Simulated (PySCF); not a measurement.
AlBH$_{3}$N$_{2}$, AlBH$_{3}$N, Al$_{2}$BH$_{3}$N, AlBH$_{2}$NO and others (calculated)

Computed with PySCF 2.14.0. Calculation on a computer-drawn molecule: the log of a Hartree-Fock and frozen-core CCSD(T) single point meant for a local Hartree-Fock minimum, with one planted fault or none, to be diagnosed. Offsets are logged minus clean, where the clean run is the same molecule without the fault. The reference is restricted for singlets and unrestricted otherwise, and also for a bond in bohr or an excited solution. Adding or removing an electron swaps singlet and doublet. The excited solution moves the top pair (singlet) or top alpha electron (doublet) to the lowest empty orbital. Highest occupied and lowest empty are orbital energies over both spins, largest force is the largest gradient component, triples share is (T) over the correlation energy, the T1 limit is 0.02 restricted and 0.045 unrestricted, electrons count all cores, a negative frequency is imaginary (commonest isotopes), and the dipole is about the centre of nuclear charge.

Common to all runs: logged SCF converged yes; possible faults no fault, one electron removed, one electron added, multiplicity raised by two, geometry at a saddle point, SCF held on an excited solution, minimal basis STO-3G, one bond length entered in bohr, all coordinates scaled.

(1) AlBH$_{3}$N$_{2}$

Logged structure:
```xyz
7
AlBH3N2
N     -1.9071     1.2092    -2.3070
B     -1.5824     0.6175    -1.2958
Al    -1.0355    -0.3789     0.4074
N     -0.5791    -1.2106     1.8287
H     -2.1721     1.6921    -3.1323
H      0.2345    -1.0080     2.3878
H     -1.0810    -1.9813     2.2407
```

| Quantity | Value |
| --- | --- |
| meant charge | 1 |
| meant multiplicity | 1 |
| meant basis | cc-pV(D+d)Z |
| logged electrons | 34 |
| logged basis functions | 80 |
| logged spin squared | 2.1035 |
| logged highest occupied | -11.308 eV |
| logged lowest empty | -7.0411 eV |
| logged largest force | 0.10096 hartree/bohr |
| logged T1 diagnostic | 0.027339 |
| logged D1 diagnostic | 0.084822 |
| logged triples share | 0.033939 |
| logged CC converged | yes |
| logged dipole magnitude | 9.0321 debye |
| logged SCF stable within its kind | yes |
| logged energy HF | -376.89532 hartree |
| logged energy CCSD(T) | -377.35883 hartree |
| planted fault | multiplicity raised by two |
| HF energy offset from clean run | 91.09 kcal/mol |
| CCSD(T) energy offset from clean run | 113.9 kcal/mol |

Drawn bonds:
```csv
atom,other atom,order
1,2,2
2,3,1
3,4,1
1,5,1
4,6,1
4,7,1
```

(2) AlBH$_{3}$N$_{2}$

Logged structure:
```xyz
7
AlBH3N2
N     -1.7850     1.1318    -2.1594
B     -1.4811     0.5780    -1.2128
Al    -0.9693    -0.3547     0.3814
N     -0.5420    -1.1331     1.7117
H     -2.0331     1.5838    -2.9319
H      0.2195    -0.9435     2.2350
H     -1.0118    -1.8545     2.0973
```

| Item | Value |
| --- | --- |
| meant charge | 1 |
| meant multiplicity | 1 |
| meant basis | cc-pV(D+d)Z |
| logged electrons | 34 |
| logged basis functions | 80 |
| logged spin squared | 0 |
| logged highest occupied | -17.11 eV |
| logged lowest empty | -4.3658 eV |
| logged largest force | 0.12154 hartree/bohr |
| logged T1 diagnostic | 0.016141 |
| logged D1 diagnostic | 0.043568 |
| logged triples share | 0.031427 |
| logged CC converged | yes |
| logged dipole magnitude | 2.4977 debye |
| logged SCF stable within its kind | yes |
| logged energy HF | -376.99953 hartree |
| logged energy CCSD(T) | -377.4839 hartree |
| planted fault | all coordinates scaled, by -6.4 % |
| HF energy offset from clean run | 25.69 kcal/mol |
| CCSD(T) energy offset from clean run | 35.46 kcal/mol |

Drawn bonds:
```csv
atom,other atom,order
1,2,2
2,3,1
3,4,1
1,5,1
4,6,1
4,7,1
```

(3) AlBH$_{3}$N

Logged structure:
```xyz
6
AlBH3N
N      2.1112     1.4236    -0.4067
B      0.9861     1.0002    -0.6784
Al    -0.9470     0.2727    -1.1449
H      3.0112     1.7623    -0.1894
H     -1.2146    -0.4099    -2.5418
H     -2.1154     0.4146    -0.0943
```

| Property | Result |
| --- | --- |
| meant charge | 0 |
| meant multiplicity | 1 |
| meant basis | cc-pV(D+d)Z |
| logged electrons | 28 |
| logged basis functions | 66 |
| logged spin squared | 0 |
| logged highest occupied | -4.4023 eV |
| logged lowest empty | -6.0075 eV |
| logged largest force | 0.40837 hartree/bohr |
| logged CC converged | no |
| logged dipole magnitude | 9.744 debye |
| logged SCF stable within its kind | no |
| logged energy HF | -322.26072 hartree |
| planted fault | SCF held on an excited solution |
| HF energy offset from clean run | 336.8 kcal/mol |

Drawn bonds:
```csv
atom,other atom,order
1,2,2
2,3,1
1,4,1
3,5,1
3,6,1
```

Notes: CCSD not converged.

(4) Al$_{2}$BH$_{3}$N

Logged structure:
```xyz
7
Al2BH3N
N     -2.4771    -0.2195    -2.1594
B     -2.1803     0.5299    -1.2387
Al    -1.6341     1.6924     0.3981
Al    -0.6461     0.1710     2.4160
H     -2.7307    -0.7900    -2.9274
H     -1.6406     3.2024     0.7768
H     -0.0776    -0.7112     3.5739
```

| Property | Result |
| --- | --- |
| meant charge | 1 |
| meant multiplicity | 1 |
| meant basis | cc-pV(D+d)Z |
| logged electrons | 40 |
| logged basis functions | 89 |
| logged spin squared | 2.0079 |
| logged highest occupied | -12.405 eV |
| logged lowest empty | -7.107 eV |
| logged largest force | 0.013436 hartree/bohr |
| logged T1 diagnostic | 0.027624 |
| logged D1 diagnostic | 0.10515 |
| logged triples share | 0.039237 |
| logged CC converged | yes |
| logged dipole magnitude | 4.7441 debye |
| logged SCF stable within its kind | yes |
| logged energy HF | -564.37599 hartree |
| logged energy CCSD(T) | -564.75929 hartree |
| planted fault | multiplicity raised by two |
| HF energy offset from clean run | 58.96 kcal/mol |
| CCSD(T) energy offset from clean run | 65.49 kcal/mol |

Drawn bonds:
```csv
atom,other atom,order
1,2,2
2,3,1
3,4,1
1,5,1
3,6,1
4,7,1
```

(5) Al$_{2}$BH$_{3}$N

Logged structure:
```xyz
7
Al2BH3N
N     -0.8679    -2.5144    -0.4482
B     -0.2037    -2.1738     0.5338
Al     0.9743    -1.5440     2.1858
Al     2.2479     0.7195     2.1102
H     -1.4062    -2.7995    -1.2232
H      0.8475    -2.3598     3.5387
H      3.7611     1.0019     1.6993
```

| Quantity | Value |
| --- | --- |
| meant charge | 0 |
| meant multiplicity | 2 |
| meant basis | cc-pV(D+d)Z |
| logged electrons | 41 |
| logged basis functions | 89 |
| logged spin squared | 3.7572 |
| logged highest occupied | -6.6188 eV |
| logged lowest empty | -1.4962 eV |
| logged largest force | 0.027755 hartree/bohr |
| logged T1 diagnostic | 0.029412 |
| logged D1 diagnostic | 0.1203 |
| logged triples share | 0.038268 |
| logged CC converged | yes |
| logged dipole magnitude | 1.5286 debye |
| logged SCF stable within its kind | yes |
| logged energy HF | -564.59731 hartree |
| logged energy CCSD(T) | -564.98755 hartree |
| planted fault | multiplicity raised by two |
| HF energy offset from clean run | 58.92 kcal/mol |
| CCSD(T) energy offset from clean run | 66.37 kcal/mol |

Drawn bonds:
```csv
atom,other atom,order
1,2,2
2,3,1
3,4,1
1,5,1
3,6,1
4,7,1
```

(6) AlBH$_{2}$NO

Logged structure:
```xyz
6
AlBH2NO
N     -1.8058    -1.3614     0.5298
B     -0.6719    -1.3427     0.0462
Al     3.0863    -1.3852    -1.4219
O      3.4390    -0.4447    -2.7819
H     -2.7127    -1.3761     0.9160
H      2.8802     0.1215    -3.2890
```

| Item | Value |
| --- | --- |
| meant charge | 0 |
| meant multiplicity | 2 |
| meant basis | cc-pV(D+d)Z |
| logged electrons | 35 |
| logged basis functions | 75 |
| logged spin squared | 0.8826 |
| logged highest occupied | -8.5644 eV |
| logged lowest empty | 0.65165 eV |
| logged largest force | 0.0049843 hartree/bohr |
| logged T1 diagnostic | 0.0288 |
| logged D1 diagnostic | 0.08043 |
| logged triples share | 0.02944 |
| logged CC converged | yes |
| logged dipole magnitude | 1.5634 debye |
| logged SCF stable within its kind | yes |
| logged energy HF | -397.06576 hartree |
| logged energy CCSD(T) | -397.56831 hartree |
| planted fault | one bond length entered in bohr, row 2 of the drawn bonds |
| HF energy offset from clean run | 37.61 kcal/mol |
| CCSD(T) energy offset from clean run | 40.55 kcal/mol |

Drawn bonds:
```csv
atom,other atom,order
1,2,2
2,3,1
3,4,1
1,5,1
4,6,1
```

(7) AlBH$_{2}$NO

Logged structure:
```xyz
6
AlBH2NO
N     -1.8058    -1.3614     0.5298
B     -0.6719    -1.3427     0.0462
Al     1.3169    -1.3652    -0.7307
O      1.6696    -0.4247    -2.0907
H     -2.7127    -1.3761     0.9160
H      1.1107     0.1415    -2.5978
```

| Quantity | Value |
| --- | --- |
| meant charge | 0 |
| meant multiplicity | 2 |
| meant basis | cc-pV(D+d)Z |
| logged electrons | 35 |
| logged basis functions | 75 |
| logged spin squared | 0.758 |
| logged highest occupied | -8.4549 eV |
| logged lowest empty | 1.0223 eV |
| logged largest force | 9.781e-06 hartree/bohr |
| logged lowest frequency | 128.92 cm⁻¹ |
| logged T1 diagnostic | 0.01981 |
| logged D1 diagnostic | 0.054301 |
| logged triples share | 0.03168 |
| logged CC converged | yes |
| logged dipole magnitude | 0.75665 debye |
| logged SCF stable within its kind | yes |
| logged energy HF | -397.12569 hartree |
| logged energy CCSD(T) | -397.63294 hartree |
| planted fault | no fault |
| HF energy offset from clean run | 0 kcal/mol |
| CCSD(T) energy offset from clean run | 0 kcal/mol |

Drawn bonds:
```csv
atom,other atom,order
1,2,2
2,3,1
3,4,1
1,5,1
4,6,1
```

(8) BH$_{3}$NOSi

Logged structure:
```xyz
7
BH3NOSi
N      1.9852    -0.8913    -1.7100
Si     0.8423    -0.4696    -0.6401
B     -0.0859    -1.4239     1.0248
O     -0.9644    -0.7523     1.6343
H      2.3592    -1.8171    -1.5769
H      0.3555     0.9225    -0.9281
H      0.3181    -2.5705     1.2586
```

| Item | Value |
| --- | --- |
| meant charge | -1 |
| meant multiplicity | 1 |
| meant basis | aug-cc-pV(D+d)Z |
| logged electrons | 38 |
| logged basis functions | 128 |
| logged spin squared | 0 |
| logged highest occupied | -3.9425 eV |
| logged lowest empty | 4.0102 eV |
| logged largest force | 6.83e-06 hartree/bohr |
| logged lowest frequency | 76.872 cm⁻¹ |
| logged T1 diagnostic | 0.021257 |
| logged D1 diagnostic | 0.062651 |
| logged triples share | 0.040662 |
| logged CC converged | yes |
| logged dipole magnitude | 2.1068 debye |
| logged SCF stable within its kind | yes |
| logged energy HF | -444.72255 hartree |
| logged energy CCSD(T) | -445.35451 hartree |
| planted fault | no fault |
| HF energy offset from clean run | 0 kcal/mol |
| CCSD(T) energy offset from clean run | 0 kcal/mol |

Drawn bonds:
```csv
atom,other atom,order
1,2,2
2,3,1
3,4,1
1,5,1
2,6,1
3,7,1
```

Notes: T1 above single-reference limit.
